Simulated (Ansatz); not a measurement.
Reaction (formal exchange of groups at a Ge–F bond): `[F][GeH2][GeH3]` + `[GeH3][GeH2][GeH2][GeH3]` → `[GeH3][GeH2][GeH2][GeH2][GeH2][GeH3]` + H–F

Gas-phase electronic energies from Ansatz, PBE0-D4/def2-TZVP geometries. CCSD(T)/CBS is the MP2 limit (def2-TZVPP, def2-QZVPP) plus CCSD(T) − MP2 in def2-TZVPP, frozen cores. This one scheme is used for every species. Functionals use def2-TZVPP. B3LYP here is the variant with VWN-RPA as its local correlation; programs differ in this. HSE06 is defined as in plane-wave codes. For Ge outer-core shells are correlated without core-valence functions, which leaves a few kJ/mol of doubt a bond. Scalar relativity is left out up to krypton. Each species was taken in one conformer, which may not be the lowest.

| level | ΔE (kcal/mol) | difference from CCSD(T)/CBS |
| --- | --- | --- |
| LDA (SPW92) | -1.7 | 0.4 |
| PBE-D4 | -1.3 | 0.8 |
| revPBE-D4 | -1.2 | 0.9 |
| BLYP-D4 | 1.5 | 3.6 |
| r2SCAN-D4 | 1.8 | 3.9 |
| B97M-V | 5.9 | 8.0 |
| PBE0-D4 | -2.0 | 0.1 |
| B3LYP-D4 | 1.0 | 3.1 |
| r2SCANh-D4 | 1.0 | 3.1 |
| r2SCAN0-D4 | 0.1 | 2.2 |
| HSE06-D4 | -2.1 | 0.0 |
| BHLYP-D4 | 0.9 | 3.0 |
| CAM-B3LYP-D4 | 3.6 | 5.7 |
| ωB97X-V | 2.9 | 5.0 |
| ωB97M-V | 1.4 | 3.5 |
| B2PLYP | 4.1 | 6.2 |
| PBE-QIDH | -0.6 | 1.5 |
| PBE | 2.7 | 4.8 |
| BLYP | 8.9 | 11.0 |
| r2SCAN | 3.0 | 5.1 |
| PBE0 | 1.8 | 3.9 |
| B3LYP | 7.4 | 9.5 |
| r2SCAN0 | 1.7 | 3.8 |
| HSE06 | 1.6 | 3.7 |
| BHLYP | 7.4 | 9.5 |
| CAM-B3LYP | 7.9 | 10.0 |
| LC-ωPBE | 4.4 | 6.5 |
| HF/def2-SVP | 12.0 | 14.1 |
| CCSD(T)/def2-SVP | 3.1 | 5.2 |
| HF/def2-TZVPP | 11.4 | 13.5 |
| MP2/def2-TZVPP | -3.3 | -1.2 |
| SCS-MP2/def2-TZVPP | 0.7 | 2.8 |
| CCSD/def2-TZVPP | 0.0 | 2.1 |
| CCSD(T)/def2-TZVPP | -1.5 | 0.6 |
| HF/def2-QZVPP | 12.7 | 14.8 |
| MP2/def2-QZVPP | -3.2 | -1.1 |
| SCS-MP2/def2-QZVPP | 1.1 | 3.2 |
| HF/CBS(def2) | 12.9 | 15.0 |
| MP2/CBS(def2) | -4.0 | -1.9 |
| CCSD/CBS(def2) | -0.7 | 1.4 |
| CCSD(T)/CBS | -2.1 | 0 |

Largest T1 diagnostic among the species: 0.012.

From BLYP to BHLYP (50 % exact exchange), in def2-TZVPP and without D4, ΔE moves by −1.5 kcal/mol. Leaving LDA and LC-ωPBE aside and taking each functional with its dispersion term where it has one, the values spread over 8.1 kcal/mol, from HSE06-D4 to B97M-V. LDA lies −4.4 kcal/mol from PBE without D4. At CCSD(T), def2-SVP lies +5.2 kcal/mol from the extrapolated value and def2-TZVPP +0.6 kcal/mol.
